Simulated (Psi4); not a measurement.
Approach curve of the dimer CF4 ··· H3Al (SMILES FC(F)(F)F and [AlH3]). Monomers: optimised at B3LYP-D3(BJ) (def2-TZVP), held rigid. Orientation: a higher rigid-body minimum at GFN2-xTB (searched outside a hard wall at short contacts). The monomers approach along the line of their centres of mass (distance R); nothing else relaxes. The shortest distances reach bonding range, where SAPT0 and rigid monomers are unreliable.

Geometry at R = 2.83 Å (first 5 atoms: monomer A):
```
9

F     -0.9361    -0.1922    -0.9190
C      0.0000     0.0000     0.0001
F     -0.0914     1.2359     0.4720
F     -0.1686    -0.8655     0.9904
F      1.1961    -0.1782    -0.5434
Al     1.1139     0.3920    -2.5737
H      2.6857     0.5110    -2.4624
H      0.2052     1.6581    -2.3124
H      0.4510    -0.9925    -2.9488
``` The table gives interaction energies.

```
R / Å       A       B       C
-----  ------  ------  ------
2.22   403.31  433.91  363.85
2.47   164.31  191.12  146.57
2.64    84.82  108.68   75.09
2.83    37.25   57.38   32.69
3.04    11.95   27.87   10.35
3.27     0.38   12.15    0.31
3.56    -3.97    3.77   -3.35
3.82    -4.27    0.97   -3.58
4.36    -2.70   -0.34   -2.27
5.04    -1.21   -0.26   -0.93
6.05    -0.38   -0.08   -0.17
7.32    -0.11   -0.02   -0.02
```

Energies in kJ/mol.

Q: Which curve belongs to which method? The methods are HF/aug-cc-pVDZ, counterpoise-corrected (Psi4); DF-MP2/aug-cc-pVDZ, frozen core, counterpoise-corrected (Psi4 1.11); PBE/def2-TZVP, counterpoise-corrected (Psi4).

A: A is MP2/aug-cc-pVDZ; B is HF/aug-cc-pVDZ; C is PBE/def2-TZVP.
